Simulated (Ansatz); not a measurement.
Cost and result for the atomization energy of CH4OSn (`O=[CH][SnH3]`) (7 atoms, 6 bonds).

```xyz
7

O     1.864   -0.990    0.675
C     1.325   -0.145    0.021
Sn   -0.873    0.094   -0.013
H     1.937    0.555   -0.598
H    -1.428   -0.086   -1.618
H    -1.554   -1.091    1.001
H    -1.271    1.663    0.531
```

Total charge 0; spin multiplicity 1. Correlated methods include outer-core shells of Sn, which these sets cover unevenly. Sn takes the def2 core potential. Geometry: relaxed with PBE0-D4/def2-TZVP. Program: Ansatz. All runs use 2 threads of an Arm Neoverse V1 on a shared host. Times are those of one run each, without the atoms' runs, and a repeat can differ threefold. Electronic energies, without spin–orbit coupling; frozen cores. CCSD(T)/CBS adds CCSD(T) − MP2 in def2-TZVPP to the MP2 limit, and its time is that of the two runs behind it. T1 = 0.016. With those shells the extrapolation isn't a true limit. B3LYP takes the VWN-RPA correlation (the form of Gaussian; ORCA's B3LYP/G).

CCSD(T)/CBS is a level of theory with its own doubt, some kJ/mol a heavy atom from the limit and from the frozen cores, so smaller differences don't rank the functionals.

```csv
level,functions,wall time
LDA (SPW92)/def2-TZVPP,168,1.1 s
BLYP-D4/def2-TZVPP,168,1.8 s
revPBE-D4/def2-TZVPP,168,1.8 s
PBE-D4/def2-TZVPP (with forces),168,2.2 s
CCSD(T)/def2-SVP,74,3.1 s
B3LYP-D4/def2-TZVPP (with forces),168,3.2 s
r2SCANh-D4/def2-TZVPP,168,4.2 s
r2SCAN-D4/def2-TZVPP (with forces),168,4.4 s
PBE-QIDH/def2-TZVPP,168,4.6 s
B97M-V/def2-TZVPP,168,8 s
MP2/def2-QZVPP,316,13 s
CCSD(T)/def2-TZVPP,168,55 s
CCSD(T)/CBS(def2),–,67 s
```

Q: What atomization energy does each give, and how far from CCSD(T)/CBS? (An estimate is asked.)

A: The calculation gave: 
```csv
level,atomization (kcal/mol),difference from CCSD(T)/CBS,per bond
LDA (SPW92)/def2-TZVPP,599.7,82.7,13.8
BLYP-D4/def2-TZVPP,517.0,0.0,0.0
revPBE-D4/def2-TZVPP,511.1,-5.9,-1.0
PBE-D4/def2-TZVPP (with forces),525.5,8.5,1.4
CCSD(T)/def2-SVP,483.2,-33.8,-5.6
B3LYP-D4/def2-TZVPP (with forces),513.7,-3.3,-0.5
r2SCANh-D4/def2-TZVPP,509.2,-7.8,-1.3
r2SCAN-D4/def2-TZVPP (with forces),514.7,-2.3,-0.4
PBE-QIDH/def2-TZVPP,504.8,-12.2,-2.0
B97M-V/def2-TZVPP,522.1,5.1,0.8
MP2/def2-QZVPP,512.3,-4.7,-0.8
CCSD(T)/def2-TZVPP,503.4,-13.6,-2.3
CCSD(T)/CBS(def2),517.0,0.0,0.0
```

In def2-TZVPP, CCSD(T) changes the Hartree–Fock value by +156.7 kcal/mol (the triples alone add +10.1 kcal/mol) and MP2 by +157.5 kcal/mol; breaking electron pairs costs correlation energy, which Hartree–Fock lacks. At CCSD(T), def2-SVP lies −33.9 kcal/mol from the extrapolated value and def2-TZVPP −13.7 kcal/mol: correlation converges slowly with the basis, and small sets miss more of it in the bonded molecule than in its fragments. Leaving LDA and LC-ωPBE aside and taking each functional with its dispersion term where it has one, the values, not all of them listed here, spread over 33.0 kcal/mol, from BHLYP-D4 to PBE-D4. LDA lies +76.7 kcal/mol from PBE without D4, its usual overbinding.

Spin–orbit coupling would lower the free Sn atoms strongly, and the atomization energy with them, by more than many differences here. For some Ge, Se and Sn compounds the MP2-based and the directly extrapolated limit differ by 10 to 25 kJ/mol.
